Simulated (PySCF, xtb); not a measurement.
F3GeHO, SMILES [OH][Ge]([F])([F])[F].

GFN2-xTB run with xtb at its own geometry gives an orbital gap of 8.66 eV and a dipole moment of 3.18 D.

Geometry: PBE-D3(BJ)/def2-SVP. The structure was generated by enumeration, and PubChem lists no compound with its InChIKey, so it may never have been made. Other conformers were not sampled.

Q: What does PySCF with PBE/def2-TZVP give? (The exact figures need the calculation; the answer reports its results.)

A: gap 6.03 eV (levels -8.80 and -2.76 eV), dipole 2.21 D.
